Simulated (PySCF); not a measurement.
H4O3SSi, SMILES O[Si](O)(O)S.

Geometry: B3LYP-D3(BJ)/def2-SVP. Other conformers were not sampled.

Two levels are set side by side: TDA-PBE/def2-SVPD (PySCF) and TDA-ωB97X/def2-SVPD (PySCF). Vertical, same geometry. The lowest singlet is HOMO→LUMO 99 % with PBE and HOMO→LUMO+1 49 %, HOMO→LUMO 19 %, HOMO→LUMO+3 11 %, HOMO→LUMO+4 11 % with the other functional; states are paired by order. Differences are taken from unrounded values.

```tsv
quantity	TDA-ωB97X
lowest singlet excitation (eV)	6.46
lowest triplet excitation (TDA) (eV)	6.04
first bright state (f over 0.05) (eV)	7.12
its oscillator strength	0.07
```

Q: What does TDA-PBE give, and how far is it from TDA-ωB97X? (An estimate is asked for; the answer gives what the named calculation found.)

A: 
| quantity | TDA-PBE | TDA-PBE minus TDA-ωB97X |
|---|---|---|
| lowest singlet excitation (eV) | 5.42 | -1.05 |
| lowest triplet excitation (TDA) (eV) | 5.24 | -0.81 |
| first bright state (f over 0.05) (eV) | 6.90 | -0.22 |
| its oscillator strength | 0.10 | 0.03 |

A lower first singlet is the usual sign of a functional without exact exchange. Differences between two approximate levels are no errors against the true value.

Rough cost on one machine, each run with all the roots and properties that it gave: TDA-ωB97X against TDA-PBE about 4 times.
